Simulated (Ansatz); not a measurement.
**Redistribution: CBr2Cl2 + CBrCl2F → CBrCl3 + CBr2ClF**

Species: CBr2Cl2 (dibromodichloromethane) `ClC(Cl)(Br)Br`, singlet; CBrCl2F `FC(Cl)(Cl)Br`, singlet; CBrCl3 (bromotrichloromethane) `ClC(Cl)(Cl)Br`, singlet; CBr2ClF (dibromochlorofluoromethane) `FC(Cl)(Br)Br`, singlet. The partners trade Br for Cl; both sit on C, so the bond types are kept.

Shapes, held fixed at every level: PBE0-D4/def2-TZVP. Programs: Ansatz 0.2.0. The zero-point and thermal change to 298 K, harmonic and unscaled (PBE0-D4/def2-TZVP), is -0.1 kJ/mol.

**Question.** Estimate the reaction enthalpy at 298 K.

**Answer.** From tabulated heats of formation (Active Thermochemical Tables), ΔH(298 K) = +6.2 kJ/mol. All levels lie within 4 kJ/mol, near the uncertainty of the heats themselves, so they can't be ranked here. Relativity is left out for Br. Outer-core shells of Br are correlated in most correlated rows, in sets that cover them unevenly. Times are processor times on shared x86 and Arm servers, and rough.

```
                level                    kind  ΔH (kJ/mol)  computed − measured  CPU time (all species)
          HF/def2-SVP            Hartree–Fock         +4.8                 -1.4                       –
  BHLYP-D4/def2-TZVPP           global hybrid         +2.9                 -3.3                    43 s
r2SCAN0-D4/def2-TZVPP           global hybrid         +2.4                 -3.8                    76 s
   wB97M-V/def2-TZVPP  range-separated hybrid         +2.4                 -3.8                 2.3 min
   wB97X-V/def2-TZVPP  range-separated hybrid         +2.4                 -3.8                    93 s
     CCSD(T)/def2-SVP   coupled cluster or CI         +4.7                 -1.4                    56 s
      CCSD/def2-TZVPP   coupled cluster or CI         +3.1                 -3.0                       –
   CCSD(T)/def2-TZVPP   coupled cluster or CI         +3.1                 -3.1                  14 min
```
